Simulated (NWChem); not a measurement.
Molecule: CH$_{5}$FOSi; SMILES OC[SiH2]F

```xyz
9

O      0.6102    -1.8381     0.2241
C     -0.3774    -1.0754    -0.4327
Si    -0.4628     0.7156     0.1472
F      0.8886     1.5184    -0.2712
H      0.4020    -1.8609     1.1639
H     -1.3905    -1.5283    -0.3604
H     -0.1329    -1.0857    -1.5087
H     -1.6241     1.4216    -0.4681
H     -0.5539     0.7413     1.6380
```
Atoms are numbered in this order, from 1.

All runs: NWChem. Pople sets run with spherical d functions. All runs use the structure optimised with PBE0/def2-SVP. Absolute isotropic GIAO shieldings of the H sites, static isolated molecule.

```
row  σ, Hartree-Fock/6-31G* (ppm)  σ, BHandHLYP/pcSseg-1 (ppm)
---  ----------------------------  ---------------------------
H9                          27.41                        26.68
H8                          27.56                        26.75
H7                          28.86                        27.64
H6                          29.61                     withheld
H5                          32.73                        31.86
```

**Question.** Fit a straight line of the last column on the one before it, predict the withheld value, and compare with the run.

**Answer.** 
1. Means of the 4 shown rows: x = 29.140, y = 28.232. Slope Σ(x − x̄)(y − ȳ)/Σ(x − x̄)² = 18.22/18.46 = 0.9871; intercept -0.532.
2. The shown rows scatter about the line by 0.185 (root mean square); the largest residual is -0.32, at H7.
3. At x = 29.61 (H6; inside the shown range) the line gives 28.70.
4. The run gives 28.37, -0.33 from the line, 1.8 times the scatter.
